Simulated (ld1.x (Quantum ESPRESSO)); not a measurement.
# S (Z = 16): one change to a TM potential, before and after

sulfur, norm-conserving Troullier–Martins (Kleinman–Bylander form), made with ld1.x (Quantum ESPRESSO) 7.5 (BP86, scalar-relativistic). Core [Ne], reference 3s2 3p2 (charge +2). Waves: 3s (bound): rc 1.20 bohr; 3p (bound): rc 1.40 bohr; 3d channel at 0.5 Ry: rc 1.40 bohr. Local part: all-electron potential smoothed inside 0.95 bohr (lloc = -1). Core correction: none.

Change: local potential all-electron potential smoothed inside 1.05 bohr (lloc = -2).

Cutoffs: the cutoffs (Ry, on a coarse ladder) from which the occupation-weighted sum of valence levels, in a spherical-Bessel basis at the reference potential, stays within 10 and 1 mRy of its value at 400 Ry; they do not see the model core or the augmentation charge, which bear on the density cutoff. Errors are all-electron minus pseudo energies relative to the spin-unpolarised reference configuration.

Question: How do hardness, ghosts and transferability respond?

Answer: The potential gets neither clearly harder nor softer (45 Ry and 110 Ry → 50 Ry and 110 Ry); of the 7 tests that both files solve, the error grows in 0 and shrinks in 6 by more than 15 % and 0.3 meV (median size 64.9 → 36.8 meV); the range in which the s phases agree widens (upper end -1.9 → 1.0); the range in which the p phases agree widens (upper end 3.0 → 4.1); neither file shows a bound ghost.

```tsv
quantity	base	changed
cutoff, loose	45 Ry	50 Ry
cutoff, tight	110 Ry	110 Ry
loose cutoff by channel (10 mRy a level)	s 25 Ry, p 12 Ry	s 40 Ry, p 12 Ry
bound ghosts	none	none
error for 3s2 3p4, meV [ΔE -34.24 eV]	+65	+37
error for 3s2 3p3, meV [ΔE -22.38 eV]	+27	+15
error for 3s2 3p1, meV [ΔE 34.15 eV]	+86	+25
error for 3s2 3p0, meV [ΔE 81.07 eV]	+676	+146
error for 3s2 3p3.5, meV [ΔE -29.53 eV]	+47	+26
error for 3s0 3p6, meV [ΔE -13.48 eV]	+45	+42
error for 3s2 3p4.3, meV [ΔE -35.97 eV]	+73	+42
s: phases at 1.54 bohr within 0.05 rad from the reference energy up to (Ry; the scan ends near 5)	-1.9	1.0
p: phases at 1.54 bohr within 0.05 rad from the reference energy up to (Ry; the scan ends near 5)	3.0	4.1
d: phases at 1.54 bohr within 0.05 rad from the reference energy up to (Ry; the scan ends near 5)	to the end of the scan	to the end of the scan
```
